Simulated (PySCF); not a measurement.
Mayer bond orders and bond lengths

Species: C6H13P.
Atom-mapped SMILES: `[CH3:1][CH:2]=[P:3]1([CH2:4][CH3:5])[CH2:6][CH2:7]1` (hydrogens: H8, H9, H10 on C1; H11 on C2; H12, H13 on C4; H14, H15, H16 on C5; H17, H18 on C6; H19, H20 on C7)

Structure used (GFN2-xTB), in Å, numbered top down from 1:
```xyz
20
C6H13P angstrom
C     -2.2937   -1.5275   -0.2638
C     -1.5754   -0.6339    0.7344
P     -0.1935    0.2115    0.1046
C      1.4954   -0.0933   -0.7401
C      2.3946   -0.8653    0.2114
C     -0.0031    1.8384    0.8704
C     -0.6626    1.8525   -0.5118
H     -1.7872   -2.4700   -0.4854
H     -2.4499   -0.9949   -1.2024
H     -3.2690   -1.7742    0.1557
H     -1.2619   -1.2032    1.6186
H      1.9462    0.8542   -1.0340
H      1.3009   -0.6811   -1.6417
H      3.3351   -1.1299   -0.2685
H      1.9006   -1.7819    0.5341
H      2.6106   -0.2706    1.0977
H      0.9869    2.2681    0.9507
H     -0.6461    2.0414    1.7150
H     -1.7238    2.0580   -0.5283
H     -0.1094    2.3125   -1.3196
```

Bond orders from the PBE0/pcSseg-1 density (PySCF). One conformer (not necessarily the lowest) at the GFN2-xTB geometry, without solvent, vibrations or thermal averaging.

**Question.** Where do the orders between heavy atoms depart from those drawn in the SMILES?

**Answer.** The largest departure is 0.525, at C2–P3 (drawn double, 1.475). Drawn single, order below 0.88: P3–C4 (0.796). Drawn double or triple, more than 0.30 short of the drawn order: C2–P3 (1.475).

**Question.** Set the Mayer orders of the bonds beside their lengths.

**Answer.** 
```json
{"bond": "C1–C2", "drawn as": "single", "length (Å)": "1.520", "Mayer order": "1.034"}
{"bond": "C2–P3", "drawn as": "double", "length (Å)": "1.738", "Mayer order": "1.475"}
{"bond": "P3–C4", "drawn as": "single", "length (Å)": "1.913", "Mayer order": "0.796"}
{"bond": "C4–C5", "drawn as": "single", "length (Å)": "1.520", "Mayer order": "1.038"}
{"bond": "P3–C6", "drawn as": "single", "length (Å)": "1.808", "Mayer order": "0.957"}
{"bond": "C6–C7", "drawn as": "single", "length (Å)": "1.532", "Mayer order": "0.946"}
{"bond": "C7–P3", "drawn as": "single", "length (Å)": "1.815", "Mayer order": "0.938"}
{"bond": "C1–H8", "drawn as": "single", "length (Å)": "1.093", "Mayer order": "0.962"}
{"bond": "C1–H9", "drawn as": "single", "length (Å)": "1.090", "Mayer order": "0.966"}
{"bond": "C1–H10", "drawn as": "single", "length (Å)": "1.090", "Mayer order": "0.962"}
{"bond": "C2–H11", "drawn as": "single", "length (Å)": "1.097", "Mayer order": "0.931"}
{"bond": "C4–H12", "drawn as": "single", "length (Å)": "1.090", "Mayer order": "0.936"}
{"bond": "C4–H13", "drawn as": "single", "length (Å)": "1.094", "Mayer order": "0.940"}
{"bond": "C5–H14", "drawn as": "single", "length (Å)": "1.089", "Mayer order": "0.963"}
{"bond": "C5–H15", "drawn as": "single", "length (Å)": "1.090", "Mayer order": "0.961"}
{"bond": "C5–H16", "drawn as": "single", "length (Å)": "1.089", "Mayer order": "0.966"}
{"bond": "C6–H17", "drawn as": "single", "length (Å)": "1.082", "Mayer order": "0.936"}
{"bond": "C6–H18", "drawn as": "single", "length (Å)": "1.081", "Mayer order": "0.942"}
{"bond": "C7–H19", "drawn as": "single", "length (Å)": "1.081", "Mayer order": "0.942"}
{"bond": "C7–H20", "drawn as": "single", "length (Å)": "1.082", "Mayer order": "0.937"}
```

Bonds between the same two heavy elements. C–C: lowest C6–C7 (0.946, 1.532 Å), highest C4–C5 (1.038, 1.520 Å). C–P: lowest P3–C4 (0.796, 1.913 Å), highest C2–P3 (1.475, 1.738 Å).

**Question.** Sum the orders of all bonds at each heavy atom with more than one neighbour and set the sums beside the valence in the SMILES.

**Answer.** C1 3.924 (drawn 4), C2 3.440 (drawn 4), P3 4.166 (drawn 5), C4 3.710 (drawn 4), C5 3.928 (drawn 4), C6 3.781 (drawn 4), C7 3.763 (drawn 4). Orders between atoms that aren't bonded are not in these sums.

For a closed shell the Mayer order of atoms A and B is Σ (PS)μν (PS)νμ over the basis functions μ on A and ν on B, with P the density and S the overlap matrix.
